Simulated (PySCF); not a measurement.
PySCF 2.14 output of an unrestricted TPSS calculation on a single atom or ion in Sapporo-DZP-2012 (4s3p1d, 18 functions), with scalar relativity by spin-free X2C-1e:

```
SCF conv_tol = 1e-09
number electrons alpha = 5  beta = 3
    J. Tao, J. P. Perdew, V. N. Staroverov, and G. E. Scuseria.,  Phys. Rev. Lett. 91, 146401 (2003)
    J. P. Perdew, J. Tao, V. N. Staroverov, and G. E. Scuseria.,  J. Chem. Phys. 120, 6898 (2004)
    J. Tao, J. P. Perdew, V. N. Staroverov, and G. E. Scuseria.,  Phys. Rev. Lett. 91, 146401 (2003)
    J. P. Perdew, J. Tao, V. N. Staroverov, and G. E. Scuseria.,  J. Chem. Phys. 120, 6898 (2004)
cycle= 1 E= -75.1246155468087  delta_E= -0.00324  |g|= 0.00985  |ddm|= 0.0394
cycle= 2 E= -75.1246430170845  delta_E= -2.75e-05  |g|= 0.00645  |ddm|= 0.0109
cycle= 3 E= -75.1246567777135  delta_E= -1.38e-05  |g|= 0.00108  |ddm|= 0.00502
cycle= 4 E= -75.1246572994655  delta_E= -5.22e-07  |g|= 6.37e-05  |ddm|= 0.000973
cycle= 5 E= -75.1246573018963  delta_E= -2.43e-09  |g|= 4.58e-06  |ddm|= 8.08e-05
cycle= 6 E= -75.1246573019058  delta_E= -9.46e-12  |g|= 1.66e-07  |ddm|= 4.04e-06
converged SCF energy = -75.1246573019058  <S^2> = 2.0026023  2S+1 = 3.0017344
```

The run itself started from symmetry-adapted Hartree-Fock orbitals and held the occupation by maximum overlap, on a logarithmic radial grid, so the iterations belong to that start.

Task: Which element, charge and spin multiplicity is this?

Result: O (oxygen, neutral), multiplicity 3; the state was [He] 2s2 2p4, high-spin 3P determinant.
